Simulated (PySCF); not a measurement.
Computed IR spectrum (relative IR intensity) of a molecule C3HF4, multiplicity 2. Geometry optimised at PBE-D3(BJ)/def2-SVP. The values are those of a single conformer. Method: PBE-D3(BJ)/def2-SVP run with PySCF. Harmonic, unscaled wavenumbers; measured fundamentals usually lie a few per cent lower.

Lines under 2 % of the strongest are left out, and lines within 2 cm⁻¹ are merged.

ν (cm⁻¹): 671 (w), 861 (vw), 1103 (vs), 1115 (vs), 1151 (vs), 1299 (m), 1751 (s) (against the strongest line: vs over 80 %, s over 45 %, m over 15 %, w over 4 %, vw less)

### Question
Which molecule gave these data?
(A) F/C=[C]/C(F)(F)F
(B) [CH]=C(F)C(F)(F)F
(C) F/[C]=C/C(F)(F)F

### Answer
A, F/C=[C]/C(F)(F)F
